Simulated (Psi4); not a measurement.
Psi4 input (wB97X-D/6-31G*):

```
memory 1500 MB

molecule {
1 2
F     1.30082500    1.11685400   -0.11686800
B     0.58694400    0.00829100    0.00160400
F     1.27393000   -1.11698800    0.13336400
Si   -1.44757500    0.00102500   -0.00951800
H    -1.92465700   -0.89625700   -1.08850300
H    -1.98316400    1.36353700   -0.22453800
H    -1.93364500   -0.52187900    1.28979800
symmetry c1
no_reorient
no_com
}

set {
  basis 6-31G*
  reference uks
  scf_type pk
  dft_radial_points 99
  dft_spherical_points 590
  e_convergence 1e-8
  d_convergence 1e-7
  maxiter 150
}

e = energy('wb97x-d')
print_out(f'\nFINAL {e:.10f} DIPOLE {variable("CURRENT DIPOLE")[0]:.6f} {variable("CURRENT DIPOLE")[1]:.6f} {variable("CURRENT DIPOLE")[2]:.6f}\n')
```

Output:

```
   => Loading Basis Set <=

    Name: 6-31G*
    Role: ORBITAL
    Keyword: BASIS
    atoms 1, 3 entry F          line   162 file 6-31gs.gbs
    atoms 2    entry B          line    94 file 6-31gs.gbs
    atoms 4    entry SI         line   268 file 6-31gs.gbs
    atoms 5-7  entry H          line    44 file 6-31gs.gbs

   => WB97X-D: Empirical Dispersion <=

    Chai and Head-Gordon Dispersion Correction
    Chai, J.-D.; Head-Gordon, M. (2010), J. Chem. Phys., 132: 6615-6620

        s6 =       1.000000

         ---------------------------------------------------------
                                   SCF
               by Justin Turney, Rob Parrish, Andy Simmonett
                          and Daniel G. A. Smith
                              UKS Reference
         ---------------------------------------------------------

  ==> Geometry <==

    Molecular point group: c1
    Full point group: C1

    Geometry (in Angstrom), charge = 1, multiplicity = 2:

       Center              X                  Y                   Z               Mass
    ------------   -----------------  -----------------  -----------------  -----------------
         F            1.300825000000     1.116854000000    -0.116868000000    18.998403162730
         B            0.586944000000     0.008291000000     0.001604000000    11.009305360000
         F            1.273930000000    -1.116988000000     0.133364000000    18.998403162730
         SI          -1.447575000000     0.001025000000    -0.009518000000    27.976926534650
         H           -1.924657000000    -0.896257000000    -1.088503000000     1.007825032230
         H           -1.983164000000     1.363537000000    -0.224538000000     1.007825032230
         H           -1.933645000000    -0.521879000000     1.289798000000     1.007825032230

  Running in c1 symmetry.

  Rotational constants: A =      0.31291  B =      0.12059  C =      0.08975 [cm^-1]
  Rotational constants: A =   9380.91309  B =   3615.20163  C =   2690.70331 [MHz]
  Nuclear repulsion =  144.543123684401735

  Charge       = 1
  Multiplicity = 2
  Electrons    = 39
  Nalpha       = 20
  Nbeta        = 19

  ==> Algorithm <==

  SCF Algorithm Type is PK.
  DIIS enabled.
  MOM disabled.
  Fractional occupation disabled.
  Guess Type is SAD.
  Energy threshold   = 1.00e-08
  Density threshold  = 1.00e-07
  Integral threshold = 1.00e-12

  ==> Primary Basis <==

  Basis Set: 6-31G*
    Blend: 6-31G*
    Number of shells: 32
    Number of basis functions: 70
    Number of Cartesian functions: 70
    Spherical Harmonics?: false
    Max angular momentum: 2

  ==> DFT Potential <==

   => LibXC <=

    Version 7.1.2
    S. Lehtola, C. Steigemann, M. J. T. Oliveira, and M. A. L. Marques,  SoftwareX 7, 1–5 (2018) (10.1016/j.softx.2017.11.002)

   => Composite Functional: WB97X-D <=

    wB97X-D Hyb-GGA Exchange-Correlation Functional

    J.-D. Chai and M. Head-Gordon,  Phys. Chem. Chem. Phys. 10, 6615–6620 (2008) (10.1039/B810189B)

    Deriv               =              1
    GGA                 =           TRUE
    Meta                =          FALSE

    Exchange Hybrid     =           TRUE
    MP2 Hybrid          =          FALSE

   => Exchange-Correlation Functionals <=

    1.0000   wB97X-D range-separated functional

   => Exact (HF) Exchange <=

    0.7780            HF,LR [omega = 0.2000]
    0.2220               HF

   => LibXC Density Thresholds  <==

    XC_HYB_GGA_XC_WB97X_D:  1.00E-14

   => Molecular Quadrature <=

    Radial Scheme          =       TREUTLER
    Pruning Scheme         =           NONE
    Nuclear Scheme         =       TREUTLER

    Blocking Scheme        =         OCTREE
    BS radius alpha        =              1
    Pruning alpha          =              1
    Radial Points          =             99
    Spherical Points       =            590
    Total Points           =         390483
    Total Blocks           =           2809
    Max Points             =            256
    Max Functions          =             68
    Weights Tolerance      =       1.00E-15

  ==> Integral Setup <==

  Using in-core PK algorithm.
   Calculation information:
      Number of atoms:                   7
      Number of AO shells:              32
      Number of primitives:             84
      Number of atomic orbitals:        70
      Number of basis functions:        70

      Integral cutoff                 1.00e-12
      Number of threads:                 1

  Performing in-core PK
  Using 9266565 doubles for integral storage.
  We computed 126679 shell quartets total.
  Whereas there are 139656 unique shell quartets.

  Computing range-separated integrals for PK
  We computed 126679 wK shell quartets total.
  Whereas there are 139656 wK unique shell quartets.

  ==> DiskJK: Disk-Based J/K Matrices <==

    J tasked:                  Yes
    K tasked:                  Yes
    wK tasked:                 Yes
    Omega:               2.000E-01
    Schwarz Cutoff:          1E-12


  Cached 100.0% of DFT collocation blocks in 0.613 [GiB].

  Minimum eigenvalue in the overlap matrix is 5.2177910824E-03.
  Reciprocal condition number of the overlap matrix is 8.7310170433E-04.
    Using symmetric orthogonalization.

  ==> Pre-Iterations <==

  SCF Guess: Superposition of Atomic Densities via on-the-fly atomic UHF (no occupation information).

   -------------------------
    Irrep   Nso     Nmo
   -------------------------
     A         70      70
   -------------------------
    Total      70      70
   -------------------------

  ==> Iterations <==

                        Total Energy        Delta E     RMS |[F,P]|

   @UKS iter SAD:  -515.01292911388111   -5.15013e+02   0.00000e+00
   @UKS iter   1:  -515.35773477410044   -3.44806e-01   5.46858e-03 ADIIS/DIIS
   @UKS iter   2:  -515.34628619471312    1.14486e-02   6.94703e-03 ADIIS/DIIS
   @UKS iter   3:  -515.42410515883489   -7.78190e-02   5.10927e-04 ADIIS/DIIS
   @UKS iter   4:  -515.42492288412279   -8.17725e-04   1.45985e-04 ADIIS/DIIS
   @UKS iter   5:  -515.42507506621155   -1.52182e-04   4.43787e-05 DIIS
   @UKS iter   6:  -515.42509610493369   -2.10387e-05   1.73868e-05 DIIS
   @UKS iter   7:  -515.42509940098944   -3.29606e-06   7.70741e-06 DIIS
   @UKS iter   8:  -515.42509988094014   -4.79951e-07   5.68899e-06 DIIS
   @UKS iter   9:  -515.42510002081929   -1.39879e-07   1.03058e-06 DIIS
   @UKS iter  10:  -515.42510003074676   -9.92748e-09   2.31143e-07 DIIS
   @UKS iter  11:  -515.42510003156690   -8.20137e-10   9.63993e-08 DIIS
  Energy and wave function converged.

  ==> Post-Iterations <==

   Electrons on quadrature grid:
      Nalpha   =   19.9999996815 ; deviation = -3.185e-07
      Nbeta    =   18.9999996564 ; deviation = -3.436e-07
      Ntotal   =   38.9999993379 ; deviation = -6.621e-07

   @Spin Contamination Metric:   2.783393268E-03
   @S^2 Expected:                7.500000000E-01
   @S^2 Observed:                7.527833933E-01
   @S   Expected:                5.000000000E-01
   @S   Observed:                5.000000000E-01

    Orbital Energies [Eh]
    ---------------------

    Alpha Occupied:

       1A    -66.554636     2A    -25.122384     3A    -25.121630
       4A     -7.285673     5A     -5.676456     6A     -4.026798
       7A     -4.017480     8A     -4.017279     9A     -1.606275
      10A     -1.576425    11A     -0.964702    12A     -0.909942
      13A     -0.885221    14A     -0.835444    15A     -0.832542
      16A     -0.775841    17A     -0.767270    18A     -0.706369
      19A     -0.686679    20A     -0.682586

    Alpha Virtual:

      21A     -0.226334    22A     -0.128093    23A     -0.114874
      24A     -0.055128    25A     -0.051022    26A      0.027755
      27A      0.043234    28A      0.090398    29A      0.099310
      30A      0.104421    31A      0.189590    32A      0.258555
      33A      0.330429    34A      0.350524    35A      0.403148
      36A      0.458749    37A      0.517734    38A      0.522901
      39A      0.539935    40A      0.590617    41A      0.881648
      42A      0.933773    43A      0.945007    44A      0.977644
      45A      0.995961    46A      1.007427    47A      1.048603
      48A      1.139337    49A      1.189364    50A      1.208663
      51A      1.217705    52A      1.304221    53A      1.364040
      54A      1.507039    55A      1.647636    56A      1.664454
      57A      1.670904    58A      1.681948    59A      1.772483
      60A      1.784895    61A      2.021603    62A      2.119721
      63A      2.225601    64A      2.508381    65A      2.758955
      66A      2.866673    67A      3.084397    68A      3.257490
      69A      4.179055    70A      4.354240

    Beta Occupied:

       1A    -66.553298     2A    -25.118628     3A    -25.117919
       4A     -7.281288     5A     -5.675215     6A     -4.021447
       7A     -4.016874     8A     -4.016652     9A     -1.596681
      10A     -1.566264    11A     -0.930168    12A     -0.893521
      13A     -0.868507    14A     -0.830680    15A     -0.802852
      16A     -0.772588    17A     -0.753130    18A     -0.676402
      19A     -0.673064

    Beta Virtual:

      20A     -0.443102    21A     -0.204971    22A     -0.113220
      23A     -0.090763    24A     -0.049574    25A     -0.039053
      26A      0.038732    27A      0.055862    28A      0.093169
      29A      0.104725    30A      0.108302    31A      0.204433
      32A      0.266802    33A      0.342239    34A      0.363647
      35A      0.422100    36A      0.474943    37A      0.521373
      38A      0.526070    39A      0.558095    40A      0.614584
      41A      0.890832    42A      0.941112    43A      0.950062
      44A      0.984603    45A      1.005956    46A      1.014670
      47A      1.071246    48A      1.144598    49A      1.196207
      50A      1.222030    51A      1.223031    52A      1.316155
      53A      1.381415    54A      1.517833    55A      1.652282
      56A      1.668683    57A      1.673447    58A      1.689022
      59A      1.776699    60A      1.794716    61A      2.043955
      62A      2.125289    63A      2.237175    64A      2.522685
      65A      2.769151    66A      2.871702    67A      3.091864
      68A      3.284724    69A      4.184666    70A      4.357370

    Final Occupation by Irrep:
              A
    DOCC [    19 ]
    SOCC [     1 ]
    NA   [    20 ]
    NB   [    19 ]

  @UKS Final Energy:  -515.42510003156690

   => Energetics <=

    Nuclear Repulsion Energy =            144.5431236844017349
    One-Electron Energy =                -991.9056347891231553
    Two-Electron Energy =                 365.2301251609228530
    DFT Exchange-Correlation Energy =     -33.2907662199948362
    Empirical Dispersion Energy =          -0.0019478677735646
    VV10 Nonlocal Energy =                  0.0000000000000000
    Total Energy =                       -515.4251000315668989

  UHF NO Occupations:
  HONO-2 :   18  A 1.9997198
  HONO-1 :   19  A 1.9992498
  HONO-0 :   20  A 1.0000000
  LUNO+0 :   21  A 0.0007502
  LUNO+1 :   22  A 0.0002802
  LUNO+2 :   23  A 0.0001926
  LUNO+3 :   24  A 0.0000941

Computation Completed

Properties will be evaluated at   0.000000,   0.000000,   0.000000 [a0]

Properties computed using the SCF density matrix

 Multipole Moments:

 ------------------------------------------------------------------------------------
     Multipole            Electronic (a.u.)      Nuclear  (a.u.)        Total (a.u.)
 ------------------------------------------------------------------------------------

 L = 1.  Multiply by 2.5417464519 to convert [e a0] to [Debye]
 Dipole X            :         -1.3645568           -0.0000019           -1.3645587
 Dipole Y            :         -0.0066669           -0.0000000           -0.0066669
 Dipole Z            :         -0.0067194           -0.0000208           -0.0067402
 Magnitude           :                                                    1.3645917

 ------------------------------------------------------------------------------------

FINAL -515.4251000316 DIPOLE -1.364559 -0.006667 -0.006740

*** Psi4 exiting successfully. Buy a developer a beer!
```

The dipole moment of an ion depends on the origin.

The geometry given is a B3LYP-D3(BJ)/def2-TZVP minimum of the species of charge 0 and multiplicity 1, not of this state.
